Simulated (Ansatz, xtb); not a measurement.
# Ranking isomers of AlF2H4NSi

6 gas-phase structures of AlF2H4NSi, found in a search over its isomers (lower ones may exist). Each was relaxed with GFN2-xTB; where two conformers were screened, the lower at r2SCAN-D4/def2-SVP is listed:

A. a singlet given by its coordinates
B. `[F][Al]([F])[NH][SiH3]`, a singlet
C. `N[SiH2][Al]([F])[F]`, a singlet
D. `[F][AlH2-]/[NH+]=[SiH]/F`, a singlet
E. `[F][AlH][NH][SiH2]F`, a singlet
F. a singlet given by its coordinates

A (Å):

```xyz
9

Al    0.8478   -1.4694    2.0721
F     1.0960   -2.2629    3.4975
F    -0.9589   -0.9648    1.9633
N     0.3395   -2.4477    0.5311
Si   -1.2404   -1.8522    0.4457
H     1.6043   -0.1997    1.7715
H     0.7095   -3.0964   -0.1424
H    -1.5665   -0.7464   -0.4386
H    -2.3814   -2.6678    0.8295
```

Close contacts (Å): Al1–F2 1.65, Al1–F3 1.88, Al1–N4 1.89, F3–Si5 1.78, N4–Si5 1.69, Al1–H6 1.51, N4–H7 1.01, Si5–H8 1.45, Si5–H9 1.45.

F (Å):

```xyz
9

Al    0.0977   -1.3849    1.4127
F    -1.4890   -1.7478    1.8907
F     0.9993   -0.4465    2.4415
N    -0.4895   -0.1283   -0.0566
Si   -2.1327   -0.1895   -0.0644
H     0.8015   -2.5545    0.7696
H     0.0726    0.6480   -0.3636
H    -2.7918   -1.2916   -0.7521
H    -3.0651    0.7405    0.5726
```

Close contacts (Å): Al1–F2 1.70, Al1–F3 1.66, Al1–N4 2.02, Al1–Si5 2.93, N4–Si5 1.64, Al1–H6 1.51, N4–H7 1.01, Si5–H8 1.46, Si5–H9 1.46.

Question: Estimate their order in r2SCAN-D4/def2-SVP energy at these geometries, lowest first.

Answer: Calculated order at r2SCAN-D4/def2-SVP: B (0.0), A (40.7), E (49.5), C (97.0), F (162.9), D (222.5) kJ/mol.

Energies above the lowest of each column, in kJ/mol; the last columns are at PBE-D3(BJ)/def2-SVP geometries and were run for some of them only (a dash: not run or not comparable):

```json
{"structure": "B", "GFN2-xTB": "5.2", "HF/STO-3G": "0.0", "r2SCAN-D4/def2-SVP": "0.0", "PBE-D3(BJ)/def2-SVP": "0.0", "CCSD(T)/def2-SVP + ΔMP2/def2-TZVPP": "0.0"}
{"structure": "A", "GFN2-xTB": "0.0", "HF/STO-3G": "24.9", "r2SCAN-D4/def2-SVP": "40.7", "PBE-D3(BJ)/def2-SVP": "25.6", "CCSD(T)/def2-SVP + ΔMP2/def2-TZVPP": "42.9"}
{"structure": "E", "GFN2-xTB": "17.9", "HF/STO-3G": "66.7", "r2SCAN-D4/def2-SVP": "49.5", "PBE-D3(BJ)/def2-SVP": "28.1", "CCSD(T)/def2-SVP + ΔMP2/def2-TZVPP": "27.1"}
{"structure": "C", "GFN2-xTB": "67.6", "HF/STO-3G": "121.8", "r2SCAN-D4/def2-SVP": "97.0", "PBE-D3(BJ)/def2-SVP": "–", "CCSD(T)/def2-SVP + ΔMP2/def2-TZVPP": "–"}
{"structure": "F", "GFN2-xTB": "1.2", "HF/STO-3G": "330.4", "r2SCAN-D4/def2-SVP": "162.9", "PBE-D3(BJ)/def2-SVP": "–", "CCSD(T)/def2-SVP + ΔMP2/def2-TZVPP": "–"}
{"structure": "D", "GFN2-xTB": "91.8", "HF/STO-3G": "354.8", "r2SCAN-D4/def2-SVP": "222.5", "PBE-D3(BJ)/def2-SVP": "–", "CCSD(T)/def2-SVP + ΔMP2/def2-TZVPP": "–"}
```

CCSD(T)/def2-SVP + ΔMP2/def2-TZVPP puts B lowest of those it was run on; GFN2-xTB picks A. CCSD(T)/def2-SVP + ΔMP2/def2-TZVPP orders those it was run on as B (0.0), E (27.1), A (42.9) kJ/mol. Some further structures that were screened fall inside this span and aren't listed. Flexible structures stand in one conformer each, not always the lowest. Frequencies (PBE-D3(BJ)/def2-SVP) were run for A, B, E alone. The ΔMP2 step shifts differences by up to 17.4 kJ/mol, which makes them less sure. ΔMP2 is the change of the MP2 energy from the smaller to the larger basis.

Over these structures GFN2-xTB departs from r2SCAN-D4/def2-SVP by 54.3 kJ/mol on average once a common shift is removed. A GFN2-xTB relaxation took about 0.11 s and the r2SCAN-D4/def2-SVP energy about 0.91 s on a shared host (Ansatz 0.2.0, xtb 6.7.1).
